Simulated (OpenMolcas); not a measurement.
neutral carbon: effect of the IPEA shift

- Program: OpenMolcas 26.06
- Basis: ANO-RCC-VQZP [5s4p3d2f1g]
- Scalar Hamiltonian: DKH2, point nucleus
- Active space: 2 electrons in 3 orbitals (2p)
- State averaging: 2S+1 = 3 even, 3 roots; 2S+1 = 1 even, 6 roots
- Spin-orbit coupling: RASSI with atomic mean-field integrals over the reference wave functions, term energies averaged over their components

Methods on the same reference wave functions:
A. CASSCF
B. SS-CASPT2, IPEA 0 Eh, imaginary shift 0.1 Eh (closed shells correlated: 1s 2s)
C. SS-CASPT2, IPEA 0.25 Eh, imaginary shift 0.1 Eh (closed shells correlated: 1s 2s)

Energies in cm⁻¹ above 2s² 2p² ³P₀, the measured ground level; measured values from NIST Handbook of Basic Atomic Spectroscopic Data.

```json
{"Level": "2s² 2p² ³P₀", "A": "0.0", "B": "0.0", "C": "0.0", "Measured": "0.0"}
{"Level": "2s² 2p² ³P₁", "A": "15.7", "B": "15.7", "C": "15.7", "Measured": "16.4"}
{"Level": "2s² 2p² ³P₂", "A": "46.9", "B": "46.9", "C": "46.9", "Measured": "43.4"}
{"Level": "2s² 2p² ¹D₂", "A": "12625", "B": "10270", "C": "9970", "Measured": "10193"}
{"Level": "2s² 2p² ¹S₀", "A": "30969", "B": "22710", "C": "22720", "Measured": "21648"}
```

Deviations, from unrounded energies. A percentage is the sum of absolute deviations over the sum of measured energies, with the sign that they share, or ± where signs differ.

```json
{"Against measurement": "mean absolute deviation (cm-1)", "Levels": "4", "A": "2900", "B": "290", "C": "320"}
{"Against measurement": "fine structure of the ground term (%)", "Levels": "2", "A": "±7.0", "B": "±7.0", "C": "±7.0"}
{"Against measurement": "other terms of the ground configuration (%)", "Levels": "2", "A": "+36.9", "B": "+3.6", "C": "±4.1"}
```

B lies closest to measurement on these levels and A furthest from it. The largest miss of B in the table is 2s² 2p² ¹S₀, by +1100 cm-1. The ranking rests on the paired levels alone, and a cruder setting can come out closer through cancelling errors.

Between B and C the level of the table that moves most is 2s² 2p² ¹D₂, by 300 cm-1 (lowest in C, highest in B). Moves below CASPT2's spread within the term are not significant.

The mean deviations of B to C differ by less than CASPT2's widest spread within a term (77 cm-1), so their order carries little weight.

From A to B the spin-free energies of the other terms of 2s² 2p² shown, above ³P, scale by factors of 0.73 to 0.81.

The lowest spin-free term lies below A's lowest term by 0.101 hartree in B, 0.095 hartree in C.

CASPT2 does not keep the components of a term degenerate, so their means are used; among the terms shown or strongly mixed into the levels shown the widest spread is 77 cm-1 (2s² 2p² ¹D, C). With the s shell closed, the reference lacks s² → p² mixing. Without dynamic correlation excited terms often stand tens of per cent too high (terms of higher spin than the ground term too low), and those without a measured partner can miss by more than the paired ones (holds for A). Computed and measured levels are paired by configuration, term and J; levels that our copy of the source lacks, or whose pairing is in doubt (as where it misses far off the trend of its configuration), stay unpaired and out of the deviations. Levels of configurations outside the active space are missing.
